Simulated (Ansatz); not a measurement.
Compare A (`ClC1C[SiH2][SiH2]1`) with its isomer B (`[SiH3]/C=C/[SiH2]Cl`).

Program: Ansatz. Geometries: PBE0-D4/def2-TZVP. ΔE: electronic, gas phase. CCSD(T)/CBS is the MP2 limit (def2-TZVPP, def2-QZVPP) plus CCSD(T) − MP2 in def2-TZVPP, frozen cores. DFT in def2-TZVPP. Each species was taken in one conformer, which may not be the lowest.

A:

Z-matrix (Å, degrees):
```
C
C 1 1.539
Cl 1 1.799 2 109.4
Si 1 1.919 2 98.6 3 -111.0
H 1 1.089 2 114.8 3 119.2
Si 2 1.913 1 99.4 3 82.4
H 2 1.092 1 113.7 3 -45.6
H 2 1.097 1 108.3 3 -165.4
H 4 1.484 1 116.5 2 149.3
H 4 1.492 1 110.2 2 -85.0
H 6 1.488 2 115.3 1 142.0
H 6 1.484 2 114.6 1 -90.4
```

B:

Z-matrix (Å, degrees):
```
Si
C 1 1.867
H 1 1.487 2 110.3
H 1 1.488 2 110.3 3 -119.1
H 1 1.486 2 108.8 3 120.5
C 2 1.338 1 123.7 3 -120.3
H 2 1.092 1 118.1 3 59.5
Si 6 1.853 2 122.2 1 -179.3
H 6 1.090 2 119.0 1 0.2
Cl 8 2.060 6 110.1 2 -119.8
H 8 1.482 6 109.1 2 -0.9
H 8 1.483 6 111.8 2 121.9
```

(1) Which is lower in electronic energy at CCSD(T)/CBS, and by how much? (Estimate.)

(2) Give E(B) − E(A) in kcal/mol with r2SCAN-D4, B2PLYP, MP2/def2-TZVPP, PBE0-D4, CCSD(T)/def2-TZVPP, PBE-D4, ωB97M-V. (An estimate is asked.)

(3) Does the order hold for the free energy at 298.15 K (harmonic terms from PBE0-D4)? (Estimate.)

Largest T1 diagnostic: 0.012.

Answers

(1) Computed: B, by 29.9 kcal/mol.

(2) Computed: r2SCAN-D4 -28.0, B2PLYP -32.8, MP2/def2-TZVPP -29.3, PBE0-D4 -23.9, CCSD(T)/def2-TZVPP -30.0, PBE-D4 -23.5, ωB97M-V -29.1. None reverses the order clearly.

(3) Ansatz gave: Yes: G(B) − G(A) = -33.6 kcal/mol, for one conformer each. Modes under 60 cm⁻¹, often nearly free rotors, make the harmonic entropy too high.

In def2-TZVPP, CCSD(T) changes the Hartree–Fock value by +12.0 kcal/mol (the triples alone add +1.2 kcal/mol) and MP2 by +12.6 kcal/mol. Leaving LDA and LC-ωPBE aside and taking each functional with its dispersion term where it has one, the values, not all of them listed here, spread over 9.4 kcal/mol, from BHLYP-D4 to PBE-D4. LDA lies +7.4 kcal/mol from PBE without D4.
